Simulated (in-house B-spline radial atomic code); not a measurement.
Checks on a self-consistent run for the carbon ion C²⁺, [He] 2p2. Computed with an all-electron radial atomic-structure program (B-spline basis): Dirac-Hartree-Fock, average of configuration, Fermi nucleus of rms radius 2.4702 fm.

```json
{"orbital": "1s1/2", "q": "2", "ε (Eh)": "-12.56847", "<1/r>": "5.66717", "<r²>": "0.0973549", "small-component weight": "0.00042725"}
{"orbital": "2p1/2", "q": "0.66667", "ε (Eh)": "-1.39360", "<1/r>": "0.963651", "<r²>": "2.17598", "small-component weight": "4.9623e-05"}
{"orbital": "2p3/2", "q": "1.3333", "ε (Eh)": "-1.39313", "<1/r>": "0.963071", "<r²>": "2.17763", "small-component weight": "4.9598e-05"}
```

Electron-electron repulsion V_ee = 7.8959 hartree.

Question: What total energy follows from the eigenvalues?

Answer: The eigenvalues count the repulsion twice, so E = Σqε - V_ee = -27.924 - 7.896 = -35.819 hartree; the run printed -35.819.

Question: Does the Dirac virial theorem hold?

Answer: For a point nucleus E = -2c²Σq·w, with w the small-component weight. Here Σq·w = 0.00095372 and c = 137.0360, so the ratio E/(-2c²Σq·w) is 1.000000.

Question: What diamagnetic shielding (Lamb formula) and susceptibility (Langevin formula) do the radii give?

Answer: σ = (α²/3)Σq<1/r> = 13.2609/(3·137.036²) = 235.39 ppm, and χ = -0.79199×10⁻⁶·Σq<r²> = -3.603×10⁻⁶ cm³/mol with Σq<r²> = 4.5489 bohr². Both are non-relativistic formulas without the paramagnetism of open shells.
